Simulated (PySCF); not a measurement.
Compound: C6H8ClO (doublet state).
Cartesian coordinates in Å at the GFN2-xTB level; atoms count from 1:
```xyz
16
C6H8ClO angstrom
O     -1.4293    1.8310   -0.4835
C     -0.5652    0.8826    0.0529
C     -0.6974    0.4537    1.4469
C     -1.0573   -0.5301    0.4193
C      0.0031   -1.5061   -0.0556
C      1.2663   -0.6504   -0.1430
Cl     2.4797   -1.3549   -1.2376
C      0.7945    0.7213   -0.6161
H     -1.1084    2.7172   -0.2804
H     -1.3598    0.8630    2.1838
H     -2.0873   -0.8505    0.3138
H      0.1218   -2.3449    0.6305
H     -0.2610   -1.8948   -1.0407
H      1.7407   -0.5720    0.8379
H      0.6615    0.7292   -1.6998
H      1.4904    1.5146   -0.3399
```

The hyperfine couplings belong to this conformer and change with its torsions.

Identity: `[CH]1[C@H]2[C@@]1(C[C@@H](C2)Cl)O` [radical].

Method: UKS B3LYP, pcH-1 on C Cl H O, non-relativistic, mean-field spin-orbit, GIAO (PySCF 2.14.0). Isolated species at its GFN2-xTB geometry (one conformer only). The geometry wasn't refined by DFT: couplings that depend on bond lengths, twists or pyramidal angles can differ widely from those at the functional's own minimum. The SCF solution wasn't tested for stability.

Problem. Predict the first-order ENDOR lines of H11, H10, H12, H14, H16, H13, H9 and H15 under fast tumbling at B = 3369.8 mT (W band).

Solution. ν± = |νn ± a/2|, one line for each electron-spin manifold; νn = |g_N| × 7.62259 MHz/T × B.

```csv
nuclei,isotope,g_N,νn (MHz),a_iso (MHz),lower line (MHz),upper line (MHz)
H11,1H,5.5857,143.48,35.54,125.71,161.25
H10,1H,5.5857,143.48,-14.89,136.03,150.92
H12,1H,5.5857,143.48,6.76,140.10,146.86
H14,1H,5.5857,143.48,5.21,140.87,146.08
H16,1H,5.5857,143.48,5.07,140.94,146.01
H13,1H,5.5857,143.48,-4.68,141.14,145.82
H9,1H,5.5857,143.48,3.98,141.49,145.47
H15,1H,5.5857,143.48,-3.15,141.90,145.05
```

Problem. Which pairs are centred on the nuclear Larmor frequency, and which on half the coupling?

Solution. Centred on νn, since |a| < 2νn: H11, H10, H12, H14, H16, H13, H9 and H15. No pair has |a| > 2νn.

Problem. At what field would the lower line of H10 fall to zero frequency?

Solution. Where νn = |a|/2, that is B = 7.44 MHz/(5.5857 × 7.62259 MHz/T) = 175 mT, as far as first order holds there.
